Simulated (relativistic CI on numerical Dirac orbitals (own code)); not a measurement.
Ions with 41 electrons, Nb to Ba¹⁵⁺

These numbers are calculated, not measured: Dirac-Coulomb-Breit CI, orbitals from a KLI potential per configuration, model QED, valence Slater integrals scaled by 0.9, P86 correlation energy added to each configuration (own radial code, finite nucleus).

Configurations in the expansion (outside the closed core [Ar] 3d10): 4s²4p⁶4d⁵, 4s²4p⁶4d⁴5s, 4s²4p⁵4d⁶, 4s²4p⁴4d⁷, 4s4p⁶4d⁶, 4s²4p⁶4d⁴5p, 4s²4p⁶4d³5s². Levels of other configurations are missing.

Energies above each ion's lowest level, in cm⁻¹. Levels are followed by their leading LS label, which can pass from one level to another where the coupling changes.

```tsv
Ion	4s²4p⁶4d⁵ ⁶S5/2	4s²4p⁶4d⁵ ⁴P3/2	4s²4p⁶4d⁵ ⁴P1/2	4s²4p⁶4d⁵ ⁴G5/2	4s²4p⁶4d⁵ ⁴G7/2	4s²4p⁶4d⁵ ⁴G9/2	4s²4p⁶4d⁵ ⁴G11/2
Nb	10301.1						
Mo⁺	?	?	?	?	?	?	?
Tc²⁺	0.0	21782.6	22033.0	21265.4	21475.9	21592.3	21571.6
Ru³⁺	0.0	25031.8	25462.5	24139.8	24504.0	24687.2	24631.2
Rh⁴⁺	0.0	27738.3	28393.5	26516.8	27160.1	27443.4	27342.5
Pd⁵⁺	0.0	30132.1	31060.1	28504.8	29581.2	30005.2	29845.8
Ag⁶⁺	0.0	32308.5	33559.9	30159.9	31831.0	32445.9	32210.2
Cd⁷⁺	0.0	34320.8	35948.3	31521.0	33944.3	34810.7	34477.1
In⁸⁺	0.0	36204.3	38262.9	32614.8	35942.3	37130.9	36673.2
Sn⁹⁺	0.0	37986.4	40534.1	33462.5	37840.7	39430.6	38818.2
Sb¹⁰⁺	0.0	39691.2	42788.4	34084.5	39654.4	41730.0	40927.6
Te¹¹⁺	0.0	41342.6	45052.1	34503.7	41400.1	44047.6	43015.6
I¹²⁺	0.0	42965.9	47352.5	34748.2	43098.8	46401.6	45097.2
Xe¹³⁺	0.0	44589.7	49719.3	34853.1	44776.7	48811.5	47190.1
Cs¹⁴⁺	0.0	46246.8	52185.9	34862.4	46465.9	51299.4	49316.8
Ba¹⁵⁺	0.0	47975.6	54790.5	34830.5	48205.5	53891.9	51505.9
```

Task: Fill in the row of Mo⁺.

Result: 4s²4p⁶4d⁵ ⁶S5/2 0.0, 4s²4p⁶4d⁵ ⁴P3/2 16904.9, 4s²4p⁶4d⁵ ⁴P1/2 16986.3, 4s²4p⁶4d⁵ ⁴G5/2 17489.1, 4s²4p⁶4d⁵ ⁴G7/2 17593.2, 4s²4p⁶4d⁵ ⁴G9/2 17678.7, 4s²4p⁶4d⁵ ⁴G11/2 17698.5 (cm⁻¹).

In the calculation the lowest level changes from 4s²4p⁶4d⁴5s ⁶D1/2 to 4s²4p⁶4d⁵ ⁶S5/2 at Mo⁺.

Between Z = 53 and 56 the energy of 4s²4p⁶4d⁵ ⁴P3/2 follows a local power law Z^2.0. For orientation: electrostatic splittings inside a shell grow about linearly with the screened charge, excitations that change n as its square, and fine structure as its fourth power; written in Z itself the exponents are larger, since the screened charge grows faster in proportion.

The members near neutrality are the least accurate: they can be off by several eV, miss lower levels of configurations outside the list, or start from a wrong lowest level.
